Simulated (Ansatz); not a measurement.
Relaxation of CH6FGe (9 atoms, charge 0, multiplicity 2), to a largest force component of 0.03 eV/Å in at most 50 steps.

The calculation used Ansatz 0.2.0, UKS PBE0/def2-SVP.

```xyz
9
Properties=species:S:1:pos:R:3
Ge 0.001 0.000 -0.419
F -0.001 0.000 2.471
H 1.469 0.000 -0.916
H -0.733 1.272 -0.916
H -0.734 -1.271 -0.916
C 0.000 0.000 3.823
H -0.559 -0.872 4.202
H 1.035 -0.049 4.201
H -0.475 0.920 4.202
```

Problem. Where does it end, and by what steps?

Solution. It converged. The force dipped under the threshold on the way, but the program's further checks kept it going. After 3 steps the energy has fallen by 0.062 eV; Ge1 moved furthest, 0.32 Å.

| step | energy less start (eV) | largest force component (eV/Å) | accepted |
| --- | --- | --- | --- |
| 0 | 0.0000 | 0.724 | yes |
| 1 | -0.0548 | 0.221 | yes |
| 2 | -0.0619 | 0.025 | yes |
| 3 | -0.0624 | 0.008 | yes |

```xyz
9
Properties=species:S:1:pos:R:3
Ge 0.001 0.000 -0.743
F -0.002 0.000 2.716
H 1.465 0.000 -1.232
H -0.731 1.268 -1.231
H -0.732 -1.268 -1.231
C 0.000 0.000 4.082
H -0.560 -0.872 4.458
H 1.035 -0.049 4.456
H -0.475 0.921 4.458
```

Whether the end is a true minimum wasn't checked by a vibrational analysis.

Run time: 7.5 s on 4 threads of Arm Neoverse V1, with other jobs on the host, peak memory 0.25 GiB.
